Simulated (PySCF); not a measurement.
SeCl₂, SMILES Cl[Se]Cl.

Geometry: ωB97X-D3(BJ)/def2-TZVP. The isomer is the one that the SMILES or the coordinates give; other isomers of the formula were not compared.

Two levels are set side by side: TDDFT-PBE/def2-SVPD (PySCF) and ADC(2)/aug-cc-pVDZ (PySCF). Vertical, same geometry; the bases differ. Differences are taken from unrounded values.

```tsv
quantity	TDDFT-PBE
lowest singlet excitation (eV)	2.55
```

These are the TDDFT-PBE values. What does ADC(2) give? (Estimate from the structure and the level; the computed values follow.)


```json
[
 {"quantity": "lowest singlet excitation (eV)", "ADC(2)": "3.18", "TDDFT-PBE minus ADC(2)": "-0.63"}
]
```

Functionals without exact exchange tend to place singlet excitations lower, as here. Differences between two approximate levels are no errors against the true value.

Rough cost on one machine, each run with all the roots and properties that it gave: ADC(2) against TDDFT-PBE about 30 times.
